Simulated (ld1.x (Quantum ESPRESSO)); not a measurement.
What one change does to a pseudopotential (As (Z = 33), ultrasoft)

arsenic, ultrasoft, made with ld1.x (Quantum ESPRESSO) 7.5 (PBE, non-relativistic). Core [Ar], reference 3d10 4s2 4p3. Waves: 4s (bound): rcut 1.20, rcutus 1.45 bohr; 4s channel at 4.3 Ry: rcut 1.20, rcutus 1.45 bohr; 4p (bound): rcut 1.75, rcutus 2.25 bohr; 4p channel at 0.35 Ry: rcut 1.75, rcutus 2.25 bohr; 3d (bound): rcut 1.15, rcutus 1.25 bohr; 3d channel at -1.6 Ry: rcut 1.15, rcutus 1.25 bohr. Local part: all-electron potential smoothed inside 1.05 bohr (lloc = -1). Core correction: none. Augmentation charge: built from norm-conserving waves at rcut, not smoothed further.

Change: core correction a·sin(br)/r model core inside 0.54 bohr.

Cutoffs: the cutoffs (Ry, on a coarse ladder) from which the occupation-weighted sum of valence levels, in a spherical-Bessel basis at the reference potential, stays within 10 and 1 mRy of its value at 400 Ry; they do not see the model core or the augmentation charge, which bear on the density cutoff. Errors are all-electron minus pseudo energies relative to the spin-unpolarised reference configuration.

What does the change do?

Both files keep a bound ghost (s); the number of tests that count goes from 6 to 7; of the 6 tests that both files solve, the error grows in 3 and shrinks in 1 by more than 15 % and 0.3 meV (median size 5.8 → 7.9 meV). A model core, the more so a compact one, raises the density cutoff, which this test does not measure.

| quantity | base | changed |
| --- | --- | --- |
| bound ghosts | s | s |
| tests counted (converged, no solver errors) | 6 of 7 | 7 of 7 |
| error for 3d10 4s2 4p2, meV [ΔE 9.18 eV] | -0.4 | -0.4 |
| error for 3d10 4s2 4p1, meV [ΔE 27.11 eV] | -0.5 | -2.8 |
| error for 3d10 4s2 4p0, meV [ΔE 54.78 eV] | +8.1 | -9.5 |
| error for 3d10 4s1 4p0, meV [ΔE 104.66 eV] | +81 | -28 |
| error for 3d10 4s1 4p4, meV [ΔE 8.93 eV] | -3.6 | -6.2 |
| error for 3d9 4s2 4p4, meV [ΔE 41.23 eV] | -1463 | -1573 |
| s: phases at 2.45 bohr within 0.05 rad from the reference energy up to (Ry; the scan ends near 5) | to the end of the scan | to the end of the scan |
| p: phases at 2.45 bohr within 0.05 rad from the reference energy up to (Ry; the scan ends near 5) | 3.7 | 3.7 |
| d: phases at 2.45 bohr within 0.05 rad from the reference energy up to (Ry; the scan ends near 5) | n/a | n/a |
| lowest overlap eigenvalue by channel | s 0.45, p 0.48, d 1.00 | s 0.45, p 0.48, d 1.00 |

Base: Tests not counted: 3d10 4s2 4p2.5 (pseudo-atom not self-consistent, printed error +37 meV). A true bound ghost makes a file unfit for plane-wave use even where its test errors are small: the radial tests pick states by their node count and pass the ghost by.
